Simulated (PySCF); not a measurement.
**Ga⁺: ionisation energy**

Ga⁺ [Ar] 3d10 4s2 (1S) → Ga²⁺ [Ar] 3d10 4s1 (2S), as a difference of total energies. Calculation: PySCF 2.14, in def2-QZVPPD; the non-relativistic Hamiltonian (point nucleus). Correlated levels: valence: [Ar] 3d10 frozen; valence and next inner shell: [Ne] frozen. The calculations carry no spin-orbit coupling.

```
                                method  ionisation energy (eV)  difference from reference (eV)
                                   UHF                  18.450                          -2.065
                                   LDA                  20.782                          +0.267
                                   PBE                  20.417                          -0.098
                                  PBE0                  20.089                          -0.426
                                r2SCAN                  20.148                          -0.367
                                 B3LYP                  20.493                          -0.022
                                 HSE06                  20.150                          -0.365
                                  TPSS                  20.137                          -0.378
                                 B97-3                  20.271                          -0.244
                         MP2 (valence)                  19.203                          -1.312
                     SCS-MP2 (valence)                  19.354                          -1.161
    MP2 (valence and next inner shell)                  20.026                          -0.489
SCS-MP2 (valence and next inner shell)                  20.030                          -0.485
```

Reference: 20.515 eV (measured; NIST Atomic Spectra Database, ionization energies).

These non-relativistic numbers lack the scalar-relativistic shift.

Errors of the correlated levels include the incompleteness of this basis and the frozen core.

MP2 underrates the near-degeneracy of ns² with np² in the lower species.
